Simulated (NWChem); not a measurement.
System: CH5CuOS; SMILES C[S][Cu]<-[OH2]

Excerpt of the output:

```
             Northwest Computational Chemistry Package (NWChem) 7.3.0
             --------------------------------------------------------

 C1  symmetry detected

                             Geometry "geometry" -> ""
                             -------------------------

 Output coordinates in angstroms (scale by  1.889725989 to convert to a.u.)

  No.       Tag          Charge          X              Y              Z
 ---- ---------------- ---------- -------------- -------------- --------------
    1 Cu                  29.0000     0.08049530    -0.61483368     0.00050262
    2 S                   16.0000     0.61729816     1.44374675    -0.00059934
    3 C                    6.0000    -1.00150537     2.29055199     0.00063752
    4 H                    1.0000    -1.60008066     2.05732333    -0.89295798
    5 H                    1.0000    -0.80987733     3.37468135     0.00059345
    6 H                    1.0000    -1.59884012     2.05716293     0.89501868
    7 O                    8.0000    -0.28533950    -2.55463593     0.00047152
    8 H                    1.0000     0.05948571    -3.03540330     0.76347703
    9 H                    1.0000     0.02992637    -3.02976001    -0.77871504

 Effective nuclear repulsion energy (a.u.)     318.9290832732

                                 NWChem DFT Module
                                 -----------------

 Summary of "ao basis" -> "ao basis" (spherical)
 ------------------------------------------------------------------------------
       Tag                 Description            Shells   Functions and Types
 ---------------- ------------------------------  ------  ---------------------
 Cu                         def2-svp                11       31   5s3p2d1f
 S                          def2-svp                 8       18   4s3p1d
 C                          def2-svp                 6       14   3s2p1d
 H                          def2-svp                 3        5   2s1p
 O                          def2-svp                 6       14   3s2p1d

            General Information
            -------------------
          SCF calculation type: DFT
          Wavefunction type:  closed shell.
          No. of atoms     :     9
          No. of electrons :    64
           Alpha electrons :    32
            Beta electrons :    32
          Charge           :     0
          Spin multiplicity:     1
          Use of symmetry is: off; symmetry adaption is: off
          Maximum number of iterations: 150
          AO basis - number of functions:   102
                     number of shells:    46
          Convergence on energy requested:  1.00D-06
          Convergence on density requested:  1.00D-05
          Convergence on gradient requested:  5.00D-04

              XC Information
              --------------
                       B3PW91 Method XC Functional
                     Hartree-Fock (Exact) Exchange  0.200
                        Slater Exchange Functional  0.800 local
                    Becke 1988 Exchange Functional  0.720 non-local
                Perdew 1991 Correlation Functional  0.810 non-local
            Perdew 1991 LDA Correlation Functional  1.000 local

             Grid Information
             ----------------
          Grid used for XC integration:  medium
          Radial quadrature: Mura-Knowles
          Angular quadrature: Lebedev.
          Tag              B.-S. Rad. Rad. Pts. Rad. Cut. Ang. Pts.
          ---              ---------- --------- --------- ---------
          Cu                  1.35      112          11.0       590
          S                   1.00       88          12.0       590
          C                   0.70       49          13.0       434
          H                   0.35       45          14.0       434
          O                   0.60       49          14.0       434
          Grid pruning is: on
          Number of quadrature shells:   523
          Spatial weights used:  Erf1

      Superposition of Atomic Density Guess
      -------------------------------------

 Sum of atomic energies:       -2150.84490385

      Non-variational initial energy
      ------------------------------

 Total energy =   -2151.897045
 1-e energy   =   -3622.781434
 2-e energy   =    1151.955305
 HOMO         =      -0.286856
 LUMO         =      -0.070004

     ---------------------------------------------
      Total Density - Mulliken Population Analysis
     ---------------------------------------------

    Atom       Charge   Shell Charges
 -----------   ------   -------------------------------------------------------
    1 Cu  29    28.93   2.00  2.00  2.00  0.76 -0.03  6.00  6.01  0.21  8.40  1.58  0.00
    2 S   16    16.43   2.00  1.99  1.20  0.66  5.94  1.78  2.82  0.04
    3 C    6     6.20   1.99  0.94  0.25  1.92  1.07  0.03
    4 H    1     0.89   0.67  0.19  0.02
    5 H    1     0.88   0.67  0.19  0.02
    6 H    1     0.89   0.67  0.19  0.02
    7 O    8     8.49   1.99  1.07  0.58  2.98  1.86  0.00
    8 H    1     0.65   0.52  0.07  0.06
    9 H    1     0.65   0.52  0.07  0.06

   convergence    iter        energy       DeltaE   RMS-Dens  Diis-err
 ---------------- ----- ----------------- --------- --------- ---------
 d= 0,ls=0.0,diis     1  -2154.3739337961 -2.47D+03  1.38D-01  2.16D+00
 d= 0,ls=0.5,diis     2  -2135.6464707285  1.87D+01  4.46D-02  1.59D+02
 d= 0,ls=0.5,diis     3  -2142.6278297117 -6.98D+00  3.40D-02  1.29D+02
 d= 0,ls=0.5,diis     4  -2147.2135025130 -4.59D+00  3.43D-02  8.84D+01
 d= 0,ls=0.5,diis     5  -2151.4287007390 -4.22D+00  2.17D-02  3.25D+01
 d= 0,ls=0.5,diis     6  -2153.3363865450 -1.91D+00  1.32D-02  1.09D+01
 d= 0,ls=0.5,diis     7  -2154.0513967019 -7.15D-01  8.68D-03  4.19D+00
 d= 0,ls=0.5,diis     8  -2154.3463573284 -2.95D-01  6.21D-03  1.52D+00
 d= 0,ls=0.5,diis     9  -2154.4792556188 -1.33D-01  4.32D-03  4.25D-01
 d= 0,ls=0.5,diis    10  -2154.5327122283 -5.35D-02  2.89D-03  8.66D-02
  Resetting Diis
 d= 0,ls=0.5,diis    11  -2154.5522805079 -1.96D-02  1.96D-03  1.93D-02
 d= 0,ls=0.5,diis    12  -2154.5604122776 -8.13D-03  1.50D-03  9.97D-03
 d= 0,ls=0.5,diis    13  -2154.5642203392 -3.81D-03  9.57D-04  1.20D-02
 d= 0,ls=0.5,diis    14  -2154.5667160309 -2.50D-03  8.62D-04  3.64D-03
 d= 0,ls=0.5,diis    15  -2154.5681704068 -1.45D-03  6.14D-04  1.49D-03
 d= 0,ls=0.5,diis    16  -2154.5688463085 -6.76D-04  4.31D-04  1.93D-03
 d= 0,ls=0.5,diis    17  -2154.5692490191 -4.03D-04  3.17D-04  1.32D-03
 d= 0,ls=0.5,diis    18  -2154.5694887641 -2.40D-04  2.33D-04  6.33D-04
 d= 0,ls=0.5,diis    19  -2154.5696165753 -1.28D-04  1.71D-04  2.67D-04
 d= 0,ls=0.5,diis    20  -2154.5696816511 -6.51D-05  1.21D-04  1.07D-04
 d= 0,ls=0.5,diis    21  -2154.5697125392 -3.09D-05  8.72D-05  5.29D-05
 d= 0,ls=0.5,diis    22  -2154.5697286025 -1.61D-05  6.25D-05  2.16D-05
 d= 0,ls=0.5,diis    23  -2154.5697365554 -7.95D-06  4.38D-05  7.95D-06
 d= 0,ls=0.5,diis    24  -2154.5697402586 -3.70D-06  3.08D-05  4.15D-06
 d= 0,ls=0.5,diis    25  -2154.5697420945 -1.84D-06  2.18D-05  2.04D-06
 d= 0,ls=0.5,diis    26  -2154.5697430062 -9.12D-07  1.54D-05  1.00D-06
 d= 0,ls=0.5,diis    27  -2154.5697434587 -4.52D-07  1.09D-05  4.70D-07
 d= 0,ls=0.5,diis    28  -2154.5697436808 -2.22D-07  7.65D-06  2.31D-07

         Total DFT energy =    -2154.569743790807
      One electron energy =    -3632.498471337712
           Coulomb energy =     1267.727482841804
    Exchange-Corr. energy =     -108.727838568090
 Nuclear repulsion energy =      318.929083273191

 Numeric. integr. density =       63.999999712360

                       DFT Final Molecular Orbital Analysis
                       ------------------------------------

 Vector   30  Occ=2.000000D+00  E=-2.404404D-01
              MO Center=  1.3D-01, -2.6D-01,  6.0D-04, r^2= 1.6D+00
   Bfn.  Coefficient  Atom+Function         Bfn.  Coefficient  Atom+Function
  ----- ------------  ---------------      ----- ------------  ---------------
    15      0.716870  1 Cu d -2              17     -0.271969  1 Cu d  0
    20      0.267880  1 Cu d -2              39     -0.143999  2 S  px
    35     -0.137036  2 S  s                 42     -0.134854  2 S  px
    53      0.129150  3 C  px                22     -0.101868  1 Cu d  0
     4     -0.100898  1 Cu s                 56      0.094960  3 C  px

 Vector   31  Occ=2.000000D+00  E=-2.002353D-01
              MO Center=  2.9D-01,  5.7D-01, -2.5D-04, r^2= 3.0D+00
   Bfn.  Coefficient  Atom+Function         Bfn.  Coefficient  Atom+Function
  ----- ------------  ---------------      ----- ------------  ---------------
     4      0.551476  1 Cu s                 19      0.339916  1 Cu d  2
    43     -0.319180  2 S  py                40     -0.243277  2 S  py
     3     -0.240839  1 Cu s                 42     -0.229576  2 S  px
    35     -0.201564  2 S  s                 17      0.193540  1 Cu d  0
    39     -0.169091  2 S  px                37     -0.140893  2 S  py

 Vector   32  Occ=2.000000D+00  E=-1.666629D-01
              MO Center=  4.2D-01,  1.2D+00, -3.5D-04, r^2= 2.2D+00
   Bfn.  Coefficient  Atom+Function         Bfn.  Coefficient  Atom+Function
  ----- ------------  ---------------      ----- ------------  ---------------
    44      0.626034  2 S  pz                41      0.408695  2 S  pz
    16     -0.282649  1 Cu d -1              38      0.236357  2 S  pz
    14      0.127580  1 Cu pz                64      0.118501  4 H  s
    74     -0.118456  6 H  s                 21     -0.095422  1 Cu d -1
    55     -0.089453  3 C  pz                65      0.088580  4 H  s

[...]
```

Level: B3PW91/def2-SVP. Geometry: optimised at PBE0/def2-SVP. No frequency run checked for a minimum.

Reconstruct the input file.

Several could match; the one computed here: the input that was run:
```
start job
memory heap 200 mb stack 900 mb global 1100 mb
geometry units angstroms noautoz
  Cu     0.134764    -0.571636    -0.012389
  S      0.640474     1.494800    -0.015790
  C     -0.990782     2.317109     0.004637
  H     -1.595546     2.076291    -0.882757
  H     -0.815507     3.404002     0.004379
  H     -1.574688     2.073338     0.905096
  O     -0.201808    -2.516729    -0.011786
  H      0.158565    -2.993444     0.746563
  H      0.112007    -2.985822    -0.795201
end
basis spherical
  Cu library def2-svp
  S library def2-svp
  C library def2-svp
  H library def2-svp
  O library def2-svp
end
dft
  xc b3pw91
  iterations 150
  mulliken
end
task dft energy
```
